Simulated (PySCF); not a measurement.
Here is a job for PySCF.
```python
from pyscf import gto, scf, cc

mol = gto.M(
    atom='''
C     0.09443537    0.09844229    0.10070566
H    -0.62720871   -0.62142525    0.62463322
H     0.66399153   -0.60849894   -0.59880803
H    -0.60339501    0.63927042   -0.63005917
''',
    basis='aug-cc-pvdz',
    charge=-1,
    verbose=3,
)

mf = scf.RHF(mol)
mf.kernel()

mycc = cc.CCSD(mf)
mycc.kernel()
et = mycc.ccsd_t()
print('E(CCSD(T)) = %.10f' % (mycc.e_tot + et))
```

Question: Estimate the coupled-cluster correlation energy (without the perturbative part) that PySCF with CCSD(T)/aug-cc-pVDZ returns for this input.

Answer: -0.2060 Eh

Question: Predict the nuclear repulsion energy from CCSD(T)/aug-cc-pVDZ.

Answer: 9.2036 Eh

Question: What is the computed SCF-reference HOMO-LUMO gap (CCSD(T)/aug-cc-pVDZ)?

Answer: 5.79 eV
